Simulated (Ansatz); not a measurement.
Calculated with Ansatz (gas phase, PBE0-D4/def2-TZVP geometries, no zero-point term in ΔE). CCSD(T)/CBS is the MP2 limit (def2-TZVPP, def2-QZVPP) plus CCSD(T) − MP2 in def2-TZVPP, frozen cores. Functionals use def2-TZVPP. Elements past krypton have def2 core potentials. For I, Li outer-core shells are correlated without core-valence functions, which leaves a few kJ/mol of doubt a bond.

Reaction (ligand exchange at a Li–N bond): `[Li][N](C)C` + HI → `[Li][I]` + `CNC`

Is it downhill or uphill in electronic energy at CCSD(T)/CBS, and by how much? (An estimate is asked.)

The calculation gave: Downhill: ΔE = -52.2 kcal/mol.

What do these levels give: B97M-V, r2SCANh-D4, BHLYP-D4, BHLYP, LC-ωPBE, HF/def2-QZVPP? (Best estimate.)

Computed: B97M-V -48.7, r2SCANh-D4 -52.7, BHLYP-D4 -54.2, BHLYP -54.7, LC-ωPBE -53.1, HF/def2-QZVPP -61.5 kcal/mol.

What do rigid-rotor, harmonic-oscillator terms from PBE0-D4/def2-TZVP frequencies (298.15 K, 1 bar) make of the CCSD(T)/CBS value? (An estimate is asked.)

Ansatz gave: ΔZPE = +5.0 kcal/mol, ΔH = -47.7 kcal/mol, ΔS = 4 J/(mol·K), ΔG = -48.0 kcal/mol.

Largest T1 diagnostic among the species: 0.011.

The D4 term adds +0.8 kcal/mol with B3LYP and +0.4 kcal/mol with PBE0; it sums over pairs of atoms, weighted by their polarisabilities, and B3LYP, whose exchange is more repulsive, gets the larger term. In def2-TZVPP, CCSD(T) changes the Hartree–Fock value by +11.7 kcal/mol (the triples alone add +1.4 kcal/mol) and MP2 by +10.8 kcal/mol.

B3LYP here is the variant with VWN-RPA as its local correlation; programs differ in this.
